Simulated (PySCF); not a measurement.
A run for PySCF: D3(BJ) and D4 dispersion corrections on HCl (SMILES Cl).

```python
from pyscf import gto
from pyscf.dispersion import dftd3, dftd4

mol = gto.M(
    atom='''
    Cl   -0.00000000   -0.00000000    0.64100645
    H     0.00000000    0.00000000   -0.64100645
    ''',
    basis='def2-svp',
    charge=0, spin=0, verbose=0, max_memory=1800)
d3, d4 = {}, {}
for xc in ['hf', 'pbe', 'blyp', 'revpbe', 'tpss', 'r2scan', 'b3lyp', 'pbe0', 'bhlyp', 'camb3lyp', 'b2plyp']:
    d3[xc] = float(dftd3.DFTD3Dispersion(mol, xc=xc, version='d3bj', atm=False).get_dispersion()['energy'])
    print(f'D3(BJ) {xc:10s} {d3[xc]:14.8f} Eh')
for xc in ['hf', 'pbe', 'blyp', 'revpbe', 'tpss', 'r2scan', 'b3lyp', 'pbe0', 'bhlyp', 'camb3lyp', 'b2plyp']:
    d4[xc] = float(dftd4.DFTD4Dispersion(mol, xc={'camb3lyp': 'cam-b3lyp'}.get(xc, xc), atm=True).get_dispersion()['energy'])
    print(f'D4     {xc:10s} {d4[xc]:14.8f} Eh')
```

It printed:

```
D3(BJ) hf            -0.00407561 Eh
D3(BJ) pbe           -0.00032222 Eh
D3(BJ) blyp          -0.00069566 Eh
D3(BJ) revpbe        -0.00089935 Eh
D3(BJ) tpss          -0.00039380 Eh
D3(BJ) r2scan        -0.00007655 Eh
D3(BJ) b3lyp         -0.00056201 Eh
D3(BJ) pbe0          -0.00026233 Eh
D3(BJ) bhlyp         -0.00042957 Eh
D3(BJ) camb3lyp      -0.00022033 Eh
D3(BJ) b2plyp        -0.00024655 Eh
D4     hf            -0.00096014 Eh
D4     pbe           -0.00020816 Eh
D4     blyp          -0.00049598 Eh
D4     revpbe        -0.00085291 Eh
D4     tpss          -0.00028395 Eh
D4     r2scan        -0.00004655 Eh
D4     b3lyp         -0.00033778 Eh
D4     pbe0          -0.00016833 Eh
D4     bhlyp         -0.00022232 Eh
D4     camb3lyp      -0.00016479 Eh
D4     b2plyp        -0.00014225 Eh
```

The run finished.

Cost: around 0.05 core-seconds (rough).
